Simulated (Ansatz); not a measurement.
Input for Ansatz (a quantum-chemistry and plane-wave program): U-B3LYP/def2-TZVPP on GeH4Zn (SMILES [ZnH][GeH3]), a point of a bond scan (R = 3.112 Å).

Ansatz 0.2 input:
```yaml
crystal:
  periodic: [false, false, false]
  atoms:
    - {symbol: Zn, position_ang: [-0.79249733, -0.19044021, -0.99305159]}
    - {symbol: H, position_ang: [-2.71240017, -0.65180037, -3.39881689]}
    - {symbol: Ge, position_ang: [0.69802652, 0.16773850, 0.87467341]}
    - {symbol: H, position_ang: [1.76167600, -0.94503435, 1.00571768]}
    - {symbol: H, position_ang: [1.47615712, 1.49788516, 0.76508854]}
    - {symbol: H, position_ang: [-0.04731304, 0.21384363, 2.22712655]}
basis:
  gaussian:
    orbitals: def2-TZVPP
hamiltonian:
  xc: {name: B3LYP}
magnetization: {spin_polarized: true, initial_magnetization: 0}
```

The log:

```
WARN ansatz: RAYON_NUM_THREADS=1 ignored (pool sized by the plan → 1); use --threads N
Functional definition: B3LYP
integrals: 0.09 GiB planned
1189 factors; their error is unknown
mean field: 1.10 GiB planned
mean field evaluation 1: about -104998.1953 eV, gradient 3.0e1 eV
mean field evaluation 2: about -104987.2559 eV, gradient 6.2e1 eV
mean field evaluation 4: about -105001.7359 eV, gradient 6.7e0 eV
mean field evaluation 8: about -105002.5040 eV, gradient 2.0e-1 eV
mean field evaluation 16: about -105002.7819 eV, gradient 7.6e-5 eV
mean field evaluation 32: about -105002.0449 eV, gradient 1.5e1 eV
mean field evaluation 64: about -105002.9589 eV, gradient 4.7e-4 eV
mean field -105002.95886576 eV, -3858.7875647550 hartree, gradient 1.2e-5 eV, S^2 0.550753; 4 other end points of the search recorded, 0 dependent functions left out
reference -105002.95913592 eV, -3858.7875746831 hartree; 33, 33 occupied and 135, 135 virtual orbitals, 1189 factors
Total energy: -105002.95913592 eV, -3858.7875746831 hartree
```

The calculation finished and met its thresholds. Its determinant has ⟨S²⟩ = 0.55, a mixture of spin states.

Cost: roughly 24 core-seconds.
